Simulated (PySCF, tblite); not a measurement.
Computed geometry: GFN2-xTB, gas phase. One conformer each, none proved a minimum here. Atom numbers follow the mapped SMILES.

**Question.** Order the C–Cl distances, shortest first.
A. C6–Cl7 in `[CH3:1][O:2][c:3]1[n:4][n:5][c:6]([Cl:7])[o:8]1` with C1–O2–C3–N4 0°
B. C4–Cl5 in `[CH3:1][C:2]#[C:3][C@@H:4]([Cl:5])[SiH2:6][Si@H:7]([Cl:8])[O:9][CH3:10]` with C3–C4–Si6–Si7 178°, C4–Si6–Si7–Cl8 -171°, Si6–Si7–O9–C10 47°
C. C2–Cl4 in `[Cl:1][CH:2]([Cl:3])[Cl:4]`

**Answer.** A (1.671 Å), C (1.769 Å), B (1.818 Å).

- 1.671 Å: drawn single, aromatic C–Cl carbon to aryl chlorine
- 1.769 Å: drawn single, CCl3 carbon to chlorine of a CCl3 group
- 1.818 Å: drawn single, sp3 C–Cl carbon to alkyl chlorine
